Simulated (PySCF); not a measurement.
# Reading the logs of faulty runs: BCH6N

These are calculations, not measurements. They come from PySCF 2.14.0, an open-source quantum chemistry program, on an isolated molecule that a program drew, which may never have been made. The molecule is BCH6N (charge 0, singlet), drawn as the SMILES string `BNC`.

Each row is a Hartree-Fock (HF) and frozen-core CCSD(T) single point in the cc-pVDZ basis, meant for a local HF minimum. Run 1 is clean. Each other run has one planted mistake out of seven kinds, and not every kind appears here: one electron removed, one electron added, multiplicity raised by two, geometry at a saddle point, minimal basis STO-3G, one bond length entered in bohr, all coordinates scaled. The reference is restricted for singlets and unrestricted otherwise, and also for a bond in bohr. Adding or removing an electron swaps singlet and doublet. Electrons count all cores. HOMO and LUMO are orbital energies over both spins, the gradient is its largest component, and the lowest frequency (negative if imaginary) is given only where the gradient is small. Bond lengths are over the 8 bonds as drawn. T1 is the CCSD diagnostic: over 0.02 (restricted) or 0.045 (unrestricted) a single reference is doubtful.

Geometry of the clean run:
```xyz
9
BCH6N, angstrom
B    -1.5590   -1.3060   -2.1123
N    -1.1096   -1.1043   -0.8170
C     0.2627   -1.0011   -0.3725
H    -2.7423   -1.3690   -2.3169
H    -0.7645   -1.4147   -3.0088
H    -1.7817   -1.0158   -0.0817
H     0.9281   -1.1074   -1.2271
H     0.4600   -0.0331    0.0959
H     0.5088   -1.7824    0.3515
```

| run | electrons | basis functions | <S^2> | HOMO (eV) | LUMO (eV) | gradient (hartree/bohr) | lowest frequency (cm^-1) | mean bond (Å) | longest bond (Å) | T1 | HF (hartree) | CCSD(T) (hartree) | mistake |
|---|---|---|---|---|---|---|---|---|---|---|---|---|---|
| 1 | 24 | 72 | 0.000 | -10.91 | 4.12 | 1.0e-05 | 180 | 1.1890 | 1.446 | 0.0134 | -120.52731 | -120.98754 | no fault |
| 2 | 24 | 72 | 0.000 | -11.05 | 4.36 | 3.4e-02 | - | 1.1403 | 1.387 | 0.0121 | -120.51241 | -120.96568 | all coordinates scaled |
| 3 | 25 | 72 | 0.759 | 2.61 | 9.52 | 8.6e-02 | - | 1.1890 | 1.446 | 0.0126 | -120.40192 | -120.87566 | one electron added |
| 4 | 24 | 72 | 0.611 | -9.11 | 3.44 | 2.8e-02 | - | 1.3228 | 2.272 | 0.0646 | -120.40542 | -120.86774 | one bond length entered in bohr |
| 5 | 24 | 21 | 0.000 | -9.40 | 9.13 | 3.9e-02 | - | 1.1890 | 1.446 | 0.0180 | -119.04050 | -119.23141 | ? |

**Which mistake was planted in run 5, and what did it cost?**

It has 21 basis functions where the clean run has 72, with the same electrons and geometry. So the mistake is: minimal basis STO-3G. Subtracting run 1 and multiplying by 627.51 kcal/mol a hartree, the energy moved by 933.0 kcal/mol in HF and 1102.0 kcal/mol in CCSD(T).

Cautions from the logs. Run 3: the HOMO is above zero, so the electron isn't bound and the energy depends on the basis; run 4: T1 is over the limit, so its CCSD(T) energy is less reliable.
